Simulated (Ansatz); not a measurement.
Ansatz (an electronic-structure program) input (CCSD(T)/cc-pwCVTZ):
A basis named .json is the Basis Set Exchange file of that set.

Ansatz 0.2 input:
```yaml
crystal:
  periodic: [false, false, false]
  atoms:
    - {symbol: C, position_ang: [-0.18305178, 2.45473982, 0.15623347]}
    - {symbol: O, position_ang: [-0.84269614, 1.21929139, 0.06982848]}
    - {symbol: Al, position_ang: [-0.46512160, -0.42281633, -0.05390649]}
    - {symbol: C, position_ang: [-1.90826286, -1.70591108, -0.21900824]}
    - {symbol: O, position_ang: [1.13385149, -0.97016229, -0.03675332]}
    - {symbol: C, position_ang: [2.42507871, -0.43751606, 0.10157823]}
    - {symbol: H, position_ang: [-0.69800951, 3.19318215, -0.46500716]}
    - {symbol: H, position_ang: [0.85840484, 2.39796733, -0.17985280]}
    - {symbol: H, position_ang: [-0.18631458, 2.82119407, 1.18778946]}
    - {symbol: H, position_ang: [-1.53227197, -2.72717338, -0.29290536]}
    - {symbol: H, position_ang: [-2.57952231, -1.65149439, 0.64159697]}
    - {symbol: H, position_ang: [-2.51461131, -1.50067318, -1.10460714]}
    - {symbol: H, position_ang: [3.02313121, -1.08163393, 0.75261690]}
    - {symbol: H, position_ang: [2.92453757, -0.38465284, -0.87107806]}
    - {symbol: H, position_ang: [2.41940962, 0.56898769, 0.53480959]}
basis:
  gaussian:
    orbitals: cc-pwCVTZ.json
magnetization: {spin_polarized: false}
correlation: {method: ccsd_t, electrons: outside_noble_gas}
```

Output:

```
Functional definition: HF
integrals: 5.95 GiB planned
2308 factors; integrals over basis functions are off by at most 9.5e-4 eV
2.71 GiB of device memory are held for the factors and their scratch space
mean field: 2.65 GiB planned
mean field evaluation 1: about -13891.2946 eV, gradient 5.2e1 eV
mean field evaluation 2: about -13891.6096 eV, gradient 5.2e1 eV
mean field evaluation 4: about -13896.9336 eV, gradient 4.9e0 eV
mean field evaluation 8: about -13897.0244 eV, gradient 2.9e-1 eV
mean field evaluation 16: about -13897.0248 eV, gradient 1.4e-6 eV
mean field -13897.02482276 eV, -510.7062424947 hartree, gradient 1.4e-6 eV, S^2 0.000000; 0 other end points of the search recorded, 0 dependent functions left out
10 core orbitals not correlated
reference -13897.02482276 eV, -510.7062424947 hartree; 18, 18 occupied and 372, 372 virtual orbitals, 2308 factors
second order -29.89115911 eV of doubles, -0.00000000 eV of singles
coupled cluster: 42.84 GiB planned
cycle   1  -30.20879288 eV  change   -3.2e-1 eV  update   1.1e-1
cycle   2  -30.91150461 eV  change   -7.0e-1 eV  update   3.3e-2
cycle   3  -31.07194902 eV  change   -1.6e-1 eV  update   1.7e-2
cycle   4  -31.05656352 eV  change    1.5e-2 eV  update   4.0e-3
cycle   5  -31.05626190 eV  change    3.0e-4 eV  update   2.1e-3
cycle   6  -31.05711924 eV  change   -8.6e-4 eV  update   5.9e-4
cycle   7  -31.05664715 eV  change    4.7e-4 eV  update   2.3e-4
cycle   8  -31.05658506 eV  change    6.2e-5 eV  update   5.6e-5
cycle   9  -31.05661036 eV  change   -2.5e-5 eV  update   1.8e-5
perturbative correction -1.16665544 eV, -0.0428737966 hartree
Total energy: -13929.24808856 eV, -511.8904256710 hartree
```
